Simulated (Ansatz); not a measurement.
HIZn (SMILES [ZnH][I]), singlet, geometry from GFN2-xTB (such geometries of metal compounds can be far from the true shape) (core potentials on I).

Here is a job for Ansatz (a first-principles code).
Ansatz 0.2 input:
```yaml
crystal:
  periodic: [false, false, false]
  atoms:
    - {symbol: Zn, position_ang: [-0.00000000, -0.00000000, -1.51651017]}
    - {symbol: H, position_ang: [-0.00000000, -0.00000000, -2.98158982]}
    - {symbol: I, position_ang: [0.00000000, 0.00000000, 0.91465839]}
basis:
  gaussian:
    orbitals: def2-SVPD
hamiltonian:
  xc: pbe0
```

**Question.** What is the computed total energy (PBE0/def2-SVPD in Ansatz)?

**Answer.** -2077.2518 Eh

**Question.** What number of basis functions does PBE0/def2-SVPD give?

**Answer.** 77
